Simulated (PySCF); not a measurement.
Radial density of Pm⁺ (promethium, charge +1)

r2SCAN, [Xe] 4f4 6s1 6p1, one real determinant (an excited configuration). All numbers are calculated (PySCF 2.14, scalar relativity by spin-free X2C-1e, in ANO-RCC-VTZP (8s7p5d3f2g1h, 104 functions)).

```csv
r (bohr),4πr²ρ (e/bohr),4πr²(ρα − ρβ)
0.0201,78.27,0.0054
0.0338,71.30,0.0107
0.0569,99.42,0.0234
0.0957,94.01,0.0138
0.161,85.17,0.1900
0.271,70.04,1.1152
0.456,38.34,3.6587
0.766,28.66,4.0902
1.29,10.18,1.8624
2.17,2.871,0.2801
3.65,0.7063,0.6398
6.13,0.1723,0.1722
10.3,0.001631,0.0016
17.4,3.364e-05,0.0000
```

Densities and radii are taken from the X2C orbitals without a picture-change correction, which distorts them close to the nucleus.

⟨L²⟩ = 36.10 against 56 for a pure K term, so this real determinant mixes terms. Spin-orbit coupling, absent here, splits the open shell strongly.
